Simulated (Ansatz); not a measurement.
`[AlH2][O]B[SiH2][SiH3]`, relaxed with RKS PBE-D4/def2-SVP in the Gaussian-basis code of Ansatz from a rough embedded geometry. The force threshold is 0.03 eV/Å; the program also tests the step.

Total charge 0; spin multiplicity 1.

Start:

```xyz
13

Al    0.892   -2.030   -1.117
O    -0.827   -1.598   -1.106
B    -1.081   -1.129    0.259
Si   -1.296    0.849    0.594
Si    0.720    1.798    0.298
H     1.433   -3.496   -0.734
H     2.027   -0.909   -1.515
H    -1.437   -1.845    1.077
H    -2.257    1.378   -0.331
H    -1.671    0.978    1.985
H     0.609    3.202    0.597
H     1.097    1.653   -1.151
H     1.791    1.150    1.142
```

```tsv
step	energy (eV)	largest force (eV/Å)	largest move (Å)
1	-25181.4030	3.200	0.000
2	-25181.9807	2.160	0.193
3	-25182.1646	1.738	0.110
4	-25182.3075	0.656	0.200
5	-25182.3896	0.242	0.200
6	-25182.4370	0.529	0.194
7	-25182.4709	0.516	0.192
8	-25182.5050	0.083	0.200
9	-25182.5181	0.282	0.199
10	-25182.5295	0.437	0.195
11	-25182.5574	0.405	0.145
12	-25182.5972	0.251	0.200
13	-25182.6246	0.201	0.198
14	-25182.6367	0.292	0.191
15	-25182.6653	0.172	0.200
16	-25182.6747	0.136	0.200
17	-25182.6753	0.168	0.167
18 (rejected)	-25182.6748	0.139	0.056
19	-25182.6794	0.083	0.027
20	-25182.6811	0.099	0.100
21	-25182.6817	0.065	0.033
22	-25182.6821	0.029	0.021
```

End:

```xyz
13

Al    0.930   -2.329   -1.506
O     0.010   -1.742   -0.166
B    -0.682   -1.175    0.838
Si   -1.346    0.742    0.574
Si    0.573    2.105    0.420
H     0.111   -3.103   -2.626
H     2.491   -2.039   -1.462
H    -0.847   -1.801    1.881
H    -2.073    0.891   -0.744
H    -2.242    1.273    1.665
H     0.252    3.551    0.137
H     1.444    1.589   -0.702
H     1.380    2.036    1.692
```

Run time 44 s (4 threads of a server CPU on a shared host); peak host memory 0.19 GiB.
